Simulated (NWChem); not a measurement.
ZrHOCl3; SMILES [Zr]([Cl])([Cl])([Cl])[OH]

```xyz
6

Zr     0.0000     0.0000    -0.2092
Cl     2.1778     0.4133     0.5513
Cl    -1.4468     1.6794     0.5513
Cl    -0.7310    -2.0927     0.5513
O      0.0000     0.0000    -2.0878
H      0.0000     0.0000    -3.0465
```
Atoms are numbered in this order, from 1.

Program: NWChem. All runs use the structure optimised with PBE0/def2-SVP. Not confirmed as a minimum by frequencies. def2 effective core potentials on Zr; no spin-orbit coupling. Level B3LYP/def2-SVP: single points from the atomic guess with DIIS by default; each run changes one setting, and all converged runs end within 0.3 mHa of each other.

Which setting needs the most SCF iterations, or fails (DIIS on 20 Fock matrices; no DIIS, 40 % damping; DIIS on 3 Fock matrices; no level shifting; defaults)?

no DIIS, 40 % damping, with 174 against 9 for the defaults.
```tsv
setting	SCF iterations
defaults	9
no DIIS, 40 % damping	174
DIIS on 3 Fock matrices	11
DIIS on 20 Fock matrices	8
no level shifting	9
```
